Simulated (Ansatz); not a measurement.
Consider the cleavage of the Al–Si bond: `[AlH2][SiH2]Cl` + `[SiH3][SeH]` → `[AlH2][Se][SiH3]` + `[SiH3]Cl`.

Isolated molecules relaxed with PBE0-D4/def2-TZVP in Ansatz; ΔE leaves out vibrations. CBS: MP2 limit from def2 TZ/QZ plus the TZ coupled-cluster correction, frozen cores. This one scheme is used for every species. DFT in def2-TZVPP. B3LYP here is the variant with VWN-RPA as its local correlation; programs differ in this. HSE06 is defined as in plane-wave codes. For Se outer-core shells are correlated without core-valence functions, which leaves a few kJ/mol of doubt a bond. Scalar relativity is left out up to krypton.

```csv
level,ΔE (kJ/mol),difference from CCSD(T)/CBS
LDA (SPW92),-122.2,15.0
PBE-D4,-121.0,16.2
revPBE-D4,-120.6,16.6
BLYP-D4,-125.3,11.9
r2SCAN-D4,-134.6,2.6
B97M-V,-129.1,8.1
PBE0-D4,-127.2,10.0
B3LYP-D4,-130.2,7.0
r2SCANh-D4,-135.8,1.4
r2SCAN0-D4,-137.5,-0.3
HSE06-D4,-127.3,9.9
ωB97M-V,-138.1,-0.9
PBE-QIDH,-137.6,-0.4
PBE,-119.4,17.8
revPBE,-117.4,19.8
BLYP,-122.1,15.1
r2SCAN,-134.3,2.9
PBE0,-125.9,11.3
B3LYP,-127.7,9.5
r2SCAN0,-137.1,0.1
HSE06,-126.1,11.1
BHLYP,-135.4,1.8
CAM-B3LYP,-130.5,6.7
LC-ωPBE,-129.2,8.0
RPA@PBE/def2-TZVPP,-129.9,7.3
HF/def2-SVP,-139.2,-2.0
MP2/def2-SVP,-146.2,-9.0
CCSD/def2-SVP,-134.4,2.8
CCSD(T)/def2-SVP,-134.9,2.3
HF/def2-TZVPP,-141.6,-4.4
MP2/def2-TZVPP,-147.4,-10.2
SCS-MP2/def2-TZVPP,-143.2,-6.0
CCSD/def2-TZVPP,-134.5,2.7
CCSD(T)/def2-TZVPP,-135.0,2.2
HF/def2-QZVPP,-141.2,-4.0
MP2/def2-QZVPP,-148.5,-11.3
SCS-MP2/def2-QZVPP,-144.2,-7.0
HF/CBS(def2),-141.2,-4.0
MP2/CBS(def2),-149.6,-12.4
CCSD/CBS(def2),-136.7,0.5
CCSD(T)/CBS,-137.2,0
```

Largest T1 diagnostic among the species: 0.010.

Leaving LDA and LC-ωPBE aside and taking each functional with its dispersion term where it has one, the values, not all of them listed here, spread over 17.5 kJ/mol, from BHLYP-D4 to revPBE-D4. From BLYP to BHLYP (50 % exact exchange), in def2-TZVPP and without D4, ΔE moves by −13.3 kJ/mol.
